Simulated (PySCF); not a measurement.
## Calculated data, H6N2Si, ClH2NSi, BH4NO2, BClH2OSi and others

Computed with PySCF 2.14.0. Calculation on a computer-drawn molecule: optimised geometry and harmonic frequencies of an isolated molecule of the commonest isotopes, restricted reference for singlets and unrestricted otherwise, frozen core in MP2.

Common to all runs: multiplicity 1.

(1) H6N2Si

Start structure:
```xyz
9
H6N2Si
N      0.3260    -2.0008     1.5449
Si    -0.1537    -0.7276     0.3538
N     -1.6713    -1.1070    -0.2313
H      0.3715    -2.9625     1.2204
H      1.1698    -1.7785     2.1484
H     -0.2664     0.4638     1.2075
H      0.6983    -0.5526    -0.7814
H     -2.4762    -1.2376     0.3333
H     -1.7828    -1.8452    -1.0346
```

Settings of this run: charge 0, method HF and basis cc-pV(D+d)Z.

Results for H6N2Si: rotational constants 20.21, 6.906, 5.62 GHz; total energy -401.3895 hartree; convergence status largest gradient component 3.623e-05 hartree/bohr.

Drawn bonds:
```tsv
atom	other atom	order
1	2	1
2	3	1
1	4	1
1	5	1
2	6	1
2	7	1
3	8	1
3	9	1
```

Optimised structure:
```xyz
9
H6N2Si
N      0.3722    -1.9698     1.5658
Si    -0.1620    -0.8558     0.3754
N     -1.6604    -1.4186    -0.2423
H      0.5206    -2.9309     1.3209
H      1.0356    -1.6730     2.2562
H     -0.1789     0.4546     1.0752
H      0.6986    -0.6991    -0.8254
H     -2.4384    -1.5516     0.3765
H     -1.9722    -1.1038    -1.1414
```

Modes:
```tsv
frequency (cm⁻¹)	reduced mass (dalton)
232.3	1.797
257.4	1.049
372.9	1.252
433	1.236
452.9	1.314
656.6	1.138
747.3	1.125
835.6	3.909
874.4	1.467
915.1	2.593
965.8	1.279
1063	1.319
1075	1.06
1688	1.12
1692	1.113
2259	1.05
2287	1.029
3774	1.051
3774	1.051
3867	1.095
3869	1.095
```

(2) ClH2NSi

Start structure:
```xyz
5
ClH2NSi
N     -1.1462    -0.8308     1.4476
Si    -1.9490     0.0972     0.4867
Cl    -2.8856     1.7507     1.1989
H     -0.6593    -1.6618     1.1699
H     -2.2029     0.0360    -0.9560
```

Here we set charge 0, method MP2 and basis cc-pV(D+d)Z.

It finds rotational constants 30.62, 4.075, 3.597 GHz; total energy -804.4674 hartree; convergence status largest gradient component 3.887e-05 hartree/bohr.

Drawn bonds:
```tsv
atom	other atom	order
1	2	2
2	3	1
1	4	1
2	5	1
```

Optimised structure:
```xyz
5
ClH2NSi
N     -1.1322    -0.8300     1.5184
Si    -1.9468     0.0940     0.4867
Cl    -2.8886     1.7526     1.1908
H     -0.6737    -1.6562     1.1177
H     -2.2017     0.0309    -0.9665
```

Modes:
```tsv
frequency (cm⁻¹)	reduced mass (dalton)
272.7	6.053
500.7	1.298
569.8	5.13
617.6	1.101
633.8	1.442
860.7	1.15
1115	5.587
2306	1.046
3571	1.077
```

(3) BH4NO2

Start structure:
```xyz
8
BH4NO2
N      0.3387    -0.6205    -2.5319
B     -0.1909     0.1232    -1.4805
O     -1.5405     0.4448    -1.3434
O      0.7293     0.6601    -0.6444
H     -0.2868    -1.0402    -3.3041
H      1.2691    -0.7775    -2.6726
H     -2.1272     0.0758    -1.9731
H      0.2977     1.1427     0.0667
```

Here we set charge 0, method HF and basis cc-pVDZ.

Results for BH4NO2: rotational constants 10.03, 9.328, 4.834 GHz; total energy -231.3638 hartree; convergence status largest gradient component 9.857e-06 hartree/bohr.

Drawn bonds:
```tsv
atom	other atom	order
1	2	1
2	3	1
2	4	1
1	5	1
1	6	1
3	7	1
4	8	1
```

Optimised structure:
```xyz
8
BH4NO2
N      0.2985    -0.6242    -2.5800
B     -0.1861     0.1539    -1.5078
O     -1.5166     0.4363    -1.3194
O      0.7073     0.6565    -0.6059
H     -0.2739    -1.0325    -3.2855
H      1.2730    -0.8087    -2.6844
H     -2.0916     0.0666    -1.9692
H      0.2788     1.1605     0.0688
```

Modes:
```tsv
frequency (cm⁻¹)	reduced mass (dalton)
174.9	1.21
397.4	1.052
417.7	2.587
470.3	3.57
502.2	1.139
556.7	1.061
717	9.755
901.8	4.717
962.3	1.455
1090	1.379
1113	1.321
1495	5.502
1516	3.393
1745	1.291
3839	1.051
3946	1.099
4179	1.066
4198	1.067
```

(4) BClH2OSi

Start structure:
```xyz
6
BClH2OSi
B     -0.9476    -0.7937     0.6478
Si    -1.4620     0.9904     0.6385
O     -0.8527     2.2956     0.0336
Cl    -3.1444     1.2126     1.7949
H     -1.2520    -1.5208    -0.2725
H     -0.1000    -1.3307     1.3205
```

Settings of this run: charge 0, method HF and basis cc-pV(D+d)Z.

It finds rotational constants 6.387, 3.673, 2.379 GHz; total energy -849.1753 hartree; convergence status largest gradient component 2.61e-05 hartree/bohr.

Drawn bonds:
```tsv
atom	other atom	order
1	2	1
2	3	2
2	4	1
1	5	1
1	6	1
```

Optimised structure:
```xyz
6
BClH2OSi
B     -0.8827    -0.8421     0.5697
Si    -1.4636     1.0819     0.6584
O     -0.8334     2.2771     0.0242
Cl    -3.1464     1.1673     1.8147
H     -1.3012    -1.5533    -0.2933
H     -0.1314    -1.2776     1.3892
```

Modes:
```tsv
frequency (cm⁻¹)	reduced mass (dalton)
151.1	4.036
186.8	1.028
265.7	4.359
289.9	13.48
526.9	12.87
674.4	1.386
694.8	6.4
953.3	1.378
1244	1.153
1350	17.03
2716	1.051
2813	1.127
```

(5) B2H3O2

Start structure:
```xyz
7
B2H3O2
B     -0.7689    -0.6878    -3.7881
O     -0.8805    -0.2727    -2.4111
B     -1.0265     0.0510    -1.2316
O     -1.2389     0.3397    -0.0238
H      0.1698    -0.2567    -4.3610
H     -1.6295    -1.4041    -4.1646
H     -0.7143     0.8987     0.5458
```

It was run with charge 1, method MP2 and basis cc-pVDZ.

Results for B2H3O2: rotational constants 151.7, 3.758, 3.667 GHz; total energy -201.2018 hartree; convergence status largest gradient component 8.932e-06 hartree/bohr.

Drawn bonds:
```tsv
atom	other atom	order
1	2	1
2	3	1
3	4	1
1	5	1
1	6	1
4	7	1
```

Optimised structure:
```xyz
7
B2H3O2
B     -0.7825    -0.6969    -3.7879
O     -1.0865    -0.4042    -2.3973
B     -1.0720     0.0260    -1.2181
O     -1.2026     0.3747     0.0079
H      0.2047    -0.1767    -4.2014
H     -1.5659    -1.4169    -4.3169
H     -0.5840     0.9621     0.4792
```

Modes:
```tsv
frequency (cm⁻¹)	reduced mass (dalton)
65.47	3.733
71.16	4.148
216.5	1.078
410.7	3.642
467.7	7.943
725.6	5.504
776.6	1.4
979.6	1.256
1069	1.306
1226	7.786
1251	1.153
2069	10.49
2737	1.038
2900	1.147
3789	1.07
```
